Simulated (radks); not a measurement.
Results of a calculation; reference values are marked as such.
Question: Neutral tellurium, 52 electrons, occupied as [Kr] 4d10 5s2 5p3 6s1 (not the ground configuration). Code: a radial shooting solver on a logarithmic mesh with Libxc functionals. Model: Dirac Kohn-Sham, PBE, spin-unpolarised, spherical densities, point nucleus; open shells fill j = l - 1/2 first. Some entries of the table are withheld. Estimate them.

orbital  occ.  eigenvalue (Ry)  r(max) (bohr)
1s1/2       2              (1)        0.01793
2s1/2       2        -356.4288         0.1015
2p1/2       2        -333.9534        0.07795
2p3/2       4        -313.7787        0.08265
3s1/2       2              (2)         0.2928
3p1/2       2        -61.93929         0.2792
3p3/2       4        -58.17907         0.2898
3d3/2       4        -41.89065            (3)
3d5/2       6        -41.10441            (4)
4s1/2       2        -12.37383         0.7014
4p1/2       2              (5)         0.7218
4p3/2       4              (6)         0.7461
4d3/2       4         -3.42458         0.8060
4d5/2       6         -3.31668         0.8149
5s1/2       2         -1.37164            (7)
5p1/2       2              (8)          2.058
5p3/2       1              (9)          2.143
6s1/2       1         -0.13842          5.571

Answer: 
(1) 1s1/2 eigenvalue (Ry): -2323.369
(2) 3s1/2 eigenvalue (Ry): -71.17725
(3) 3d3/2 r(max) (bohr): 0.2361
(4) 3d5/2 r(max) (bohr): 0.2391
(5) 4p1/2 eigenvalue (Ry): -9.19967
(6) 4p3/2 eigenvalue (Ry): -8.48588
(7) 5s1/2 r(max) (bohr): 1.780
(8) 5p1/2 eigenvalue (Ry): -0.70944
(9) 5p3/2 eigenvalue (Ry): -0.64340
